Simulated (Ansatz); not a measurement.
**A ladder of methods for C2HBF2 (SMILES C#CB(F)F)**

C2HBF2 has 6 atoms, charge 0, and is taken as a singlet. As SMILES, `C#CB(F)F`. Geometry: optimised at B3LYP/def2-SVP.

```xyz
6

C    -0.8901    0.4542    1.2623
C    -0.2182    0.1063    0.3106
B     0.6260   -0.3313   -0.8841
F     0.1587   -1.1842   -1.7764
F     1.8499    0.1294   -1.0626
H    -1.4843    0.7617    2.1041
```

Quantity: the dissociation energy of the F5–B3 bond into doublet F and doublet C2HBF (shapes relaxed at B3LYP/def2-SVP, no zero-point term), in eV. The values are calculated.

```tsv
level	kind	program	value (eV)	CPU time (all runs)
HF/def2-SVP	Hartree–Fock	Ansatz	5.82	2.3 s
SVWN5/def2-SVP	LDA	Ansatz	8.65	1.6 s
PBE/def2-SVP	GGA	Ansatz	7.61	3.8 s
CAM-B3LYP/def2-SVP	range-separated hybrid	Ansatz	7.64	4.1 s
wB97M-V/def2-SVP	range-separated hybrid	Ansatz	7.75	12 s
B2PLYP/def2-SVP	double hybrid	Ansatz	7.47	4.7 s
RPA@PBE/def2-SVP	RPA	Ansatz	6.79	6.7 s
MP2/def2-SVP	perturbation theory	Ansatz	7.83	2.5 s
```

The values span 5.82 to 8.65 eV. Spin contamination of the reference (⟨S²⟩ at least 0.1 too high) touches HF/def2-SVP, MP2/def2-SVP. Hartree–Fock misses the correlation of the electron pair that is broken and comes out low. Measured bond enthalpies also hold zero-point and thermal terms, a few tenths of an eV less. Times are those of the runs behind each value, whatever else they computed, on shared processors of several kinds: orders of magnitude only.
